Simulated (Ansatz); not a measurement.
Frontier orbitals of F2HSb, SMILES `[F][SbH][F]`.

```tsv
atom	x (Å)	y (Å)	z (Å)
F1	0.5098	-1.3189	-0.7891
Sb2	0.3912	0.5278	-0.3477
F3	-1.5051	0.5626	-0.2003
H4	0.6041	0.2285	1.3371
```

Charge 0, multiplicity 1. Correlated methods include outer-core shells of Sb, which these sets cover unevenly. Sb: def2 effective core potential. The geometry is a stationary point of PBE0-D4/def2-TZVP. Basis def2-TZVPP, Ansatz 0.2.0.

Orbital energies of one run (eV). Highest occupied ones, from the top: -7.87, -10.32, -10.46, -10.65, -11.27, -11.72, -12.10, -15.99, -30.95, -31.54, -36.37, -36.45, -36.50, -36.65. Empty: -1.97, -1.56, 0.56, 3.57, 4.47, 4.64.

Q: Which functional gave them?
A. r2SCANh
B. PBE
C. B97M-V
D. ωB97X-V

A: A. HOMO energies: r2SCANh -7.87, PBE -7.06, ωB97X-V -10.59, B97M-V -7.37 eV.
